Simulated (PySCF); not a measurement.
Computed IR spectrum (relative IR intensity) of a molecule C4H13NSi. Coordinates come from a PBE-D3(BJ)/def2-SVP optimisation. One conformer was computed; it need not be the lowest. Level of theory: PBE-D3(BJ)/def2-SVP (PySCF). Frequencies are harmonic and unscaled.

Lines under 2 % of the strongest are left out, and lines within 2 cm⁻¹ are merged.

```tsv
ν (cm⁻¹)	relative intensity
217	4.7
331	14
374	15
428	23
591	4.0
664	4.0
695	4.7
732	17
741	24
788	4.1
826	23
860	87
881	99
914	48
1049	6.6
1080	5.4
1145	68
1208	21
1215	16
1239	7.1
1317	5.3
1342	6.3
1371	29
1376	3.9
1387	2.9
1391	3.3
1414	4.0
2145	100
2924	44
2960	15
2965	3.0
2984	12
3048	18
3059	24
3064	6.9
3071	4.6
3081	3.4
3513	7.1
```

Problem. Pick the molecule that these values belong to.
(A) CNC(C)(C)[SiH3]
(B) CC[C@H](C)[SiH2]N
(C) CCN[SiH](C)C
(D) CC(C)N(C)[SiH3]

Solution. C, CCN[SiH](C)C
